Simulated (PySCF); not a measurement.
Isomers of C4F8. Computed with PBE0-D3(BJ)/def2-SVP geometry optimisation, gas phase in PySCF. One conformer each; no zero-point energy, no entropy. No frequencies were run at this level. Point groups hold within 0.08 Å.

Problem. Order them by energy at this level, lowest first, and give relative energies in kcal/mol.
A. `[F:1][C:2]([F:3])=[C:4]([F:5])[C:6]([F:7])([F:8])[C:9]([F:10])([F:11])[F:12]` with C2–C4–C6–F7 129°
B. `[F:1][C:2]1([F:3])[C:4]([F:5])([F:6])[C:7]([F:8])([F:9])[C:10]1([F:11])[F:12]` with F1–C2–C4–F5 20°, C2–C4–C7–F8 -133°, C4–C7–C10–F11 133°, F1–C2–C10–C7 99° (octafluorocyclobutane)

Solution. A (0.0), B (0.7).

As drawn, the lower has a C=C bond outside aromatic rings, which the higher lacks; the higher has a four-membered ring, which the lower lacks. Neighbours under 2.5 kcal/mol apart (FC(F)=C(F)C(F)(F)C(F)(F)F and FC1(F)C(F)(F)C(F)(F)C1(F)F) can change places with a better method, another conformer or zero-point energy.

```csv
SMILES,E (Eh),E rel (kcal/mol),dipole (D),point group,"A, B, C (MHz)"
FC(F)=C(F)C(F)(F)C(F)(F)F,-949.48368,0.0,1.05,C1,"1504, 678.0, 628.1"
FC1(F)C(F)(F)C(F)(F)C1(F)F,-949.48251,0.7,0.00,D2d,"1074, 1073, 880.5"
```

Problem. How do the relative energies change in single points at PBE0/pcSseg-1 (no added dispersion term) on the same geometries?

Solution. 
```csv
SMILES,PBE0-D3(BJ)/def2-SVP (kcal/mol),PBE0/pcSseg-1 (kcal/mol),shift
FC(F)=C(F)C(F)(F)C(F)(F)F,0.0,0.0,0.0
FC1(F)C(F)(F)C(F)(F)C1(F)F,0.7,0.1,-0.6
```

Each column counts from its own lowest isomer. The order is unchanged; the largest shift is 0.6 kcal/mol.

Problem. As an exercise, what shares would exp(−E/RT) give at 500 K from these electronic energies alone (no entropy, no degeneracies)?

Solution. RT = 0.994 kcal/mol: FC(F)=C(F)C(F)(F)C(F)(F)F 67.7 %, FC1(F)C(F)(F)C(F)(F)C1(F)F 32.3 %.
